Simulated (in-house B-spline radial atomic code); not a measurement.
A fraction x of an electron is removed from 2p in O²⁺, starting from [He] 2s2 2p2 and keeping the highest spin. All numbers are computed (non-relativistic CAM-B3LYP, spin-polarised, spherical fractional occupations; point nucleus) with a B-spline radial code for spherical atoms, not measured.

Caution: exact exchange at fractional occupations of open shells leaves self-interaction of up to several eV.

| x | E(x) - E(0) (eV) | 2p up level (eV) |
| --- | --- | --- |
| 0 | 0.0000 | -46.707 |
| 0.1 | 4.7580 | -48.457 |
| 0.2 | 9.6921 | -50.229 |
| 0.32 | 15.8485 | -52.382 |
| 0.5 | 25.5717 | -55.665 |
| 0.62 | 32.3846 | -57.888 |
| 0.65 | 34.1297 | -58.449 |
| 0.87 | 47.4440 | -62.605 |
| 0.94 | 51.8733 | -63.945 |
| 1 | 55.7446 | -65.100 |

The exact functional would give a straight line between the two integer points. Deviations E(x) - E(0) - x[E(1) - E(0)], in eV: -0.816 at x = 0.1, -1.457 at x = 0.2, -1.99 at x = 0.32, -2.301 at x = 0.5, -2.177 at x = 0.62, -2.104 at x = 0.65, -1.054 at x = 0.87, -0.527 at x = 0.94.

The curve lies below the straight line by up to 2.301 eV (at x = 0.5): convex, the delocalisation error, to which spherically averaged exact exchange adds.

(1) How well does Slater's transition state (minus the level at half occupation) give the ionisation energy?

Answers

(1) It gives 55.665 eV against 55.745 eV from the two total energies; NIST lists 54.94 eV, ground level to ground level. The end point has an open shell averaged over its orbitals, so its exact exchange keeps a self-interaction and this is no true integer point.
